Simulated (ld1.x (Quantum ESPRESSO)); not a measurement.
**How hard is this Sm (Z = 62) TM potential?**

ld1.x (Quantum ESPRESSO) 7.5 input, shortened:

```
&input
   title='Sm', zed=62., rel=1, dft='BLYP', iswitch=3,
   config='[Xe] 4f5 5d1 5f-2 6s1.75 6p0.25'
 /
 &inputp
   pseudotype=2, tm=.true., lloc=0,
   nlcc=.false.
 /
4
5P  2  1   6.00   0.00  1.80  1.80  0.0
5D  3  2   1.00   0.00  2.30  2.30  0.0
5F  4  3  -2.00  -0.05  1.95  1.95  0.0
5S  1  0   2.00   0.00  1.70  1.70  0.0
 &test
   configts(1)='5s2 5p6 5d1 6s1.75 6p0.25'
 /
```

Occupied shells without a wave of their own: 6p, 6s. They enter only through the test configuration that unscreens the potential.

The pseudo-atom Hamiltonian at the reference potential is diagonalised in spherical Bessel functions j_l(qr) that vanish at 20 bohr, with q² up to the cutoff. All-electron valence levels (Ry): 5p -1.9161, 6p -0.0988, 5d -0.2090, 5s -3.4405, 6s -0.2976.

Q: How do the lowest levels (Ry) of each channel move with the cutoff, and are there ghosts?

A:

```csv
cutoff (Ry),p #1,p #2,d #1,d #2,f #1,s #1,s #2,s #3,Σ f·Δε (mRy)
8,-1.8331,-0.0921,-0.1660,0.0369,0.0818,-3.0625,-0.2668,-0.0059,1371.1
12,-1.8625,-0.0959,-0.2014,0.0348,0.0817,-3.2411,-0.2812,-0.0078,775.8
18,-1.8793,-0.0966,-0.2088,0.0344,0.0817,-3.3940,-0.3006,-0.0106,327.9
21,-1.8924,-0.0975,-0.2090,0.0344,0.0817,-3.4127,-0.3043,-0.0111,205.3
30,-1.9133,-0.0992,-0.2090,0.0344,0.0817,-3.4183,-0.3064,-0.0114,64.3
40,-1.9145,-0.0994,-0.2090,0.0344,0.0817,-3.4296,-0.3069,-0.0115,33.8
50,-1.9152,-0.0994,-0.2090,0.0344,0.0817,-3.4382,-0.3078,-0.0116,10.9
60,-1.9159,-0.0995,-0.2090,0.0344,0.0817,-3.4395,-0.3081,-0.0116,3.6
70,-1.9160,-0.0995,-0.2090,0.0344,0.0817,-3.4396,-0.3081,-0.0116,2.3
90,-1.9161,-0.0995,-0.2090,0.0344,0.0817,-3.4403,-0.3081,-0.0116,0.7
110,-1.9161,-0.0995,-0.2090,0.0344,0.0817,-3.4405,-0.3082,-0.0117,0.1
400,-1.9161,-0.0995,-0.2090,0.0344,-0.6624,-3.4405,-0.3082,-0.0117,0.0
```

Result: ghost state, extra bound levels that the all-electron valence spectrum of the same l lacks: f at -9.0 eV (a true bound ghost makes a file unfit for plane-wave use); 10 mRy is reached at 55 Ry and 1 mRy at 90 Ry.

Its largest configuration-test error is -435 meV.
